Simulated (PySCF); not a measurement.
Two-component Hartree-Fock for Si⁹⁺ (silicon, charge +9)

Start: [He] 2s2 2p1; 2p3/2 filled at m_j = +3/2. Calculated with PySCF 2.14 in an even-tempered Gaussian basis (18 s from 1.2 bohr⁻², ratio 2.4; 10 p from 1.6 bohr⁻², ratio 2.4; 5 d from 6.1 bohr⁻², ratio 2.6; 5 f from 9.1 bohr⁻², ratio 2.6): generalised Hartree-Fock with the X2C-1e Hamiltonian and a Gaussian nucleus; one run each with spin-orbit coupling (SO) screened by Boettger's factors, then bare. This is a chosen level, not necessarily the ground level.

```json
{"spinor shell": "1s1/2", "electrons": "2", "ε, screened SO (eV)": "-2229.9", "ε, bare SO (eV)": "-2229.9", "weight of nominal j (bare SO)": "1.000", "rms radius, bare SO (bohr)": "0.127"}
{"spinor shell": "2s1/2", "electrons": "2", "ε, screened SO (eV)": "-424.46", "ε, bare SO (eV)": "-424.47", "weight of nominal j (bare SO)": "1.000", "rms radius, bare SO (bohr)": "0.533"}
{"spinor shell": "2p3/2", "electrons": "1", "ε, screened SO (eV)": "-401.72", "ε, bare SO (eV)": "-401.67", "weight of nominal j (bare SO)": "1.000", "rms radius, bare SO (bohr)": "0.474"}
```

```
   quantity  screened SO     bare SO
E (hartree)   -239.12724  -239.12535
        M_J          3/2         3/2
       ⟨J²⟩        3.751       3.751
       ⟨L²⟩        2.000       2.000
       ⟨S²⟩        0.750       0.750
```

Each row is a mean over spinors that exchange with the open shell spreads, by up to 10.421 eV (2s1/2).
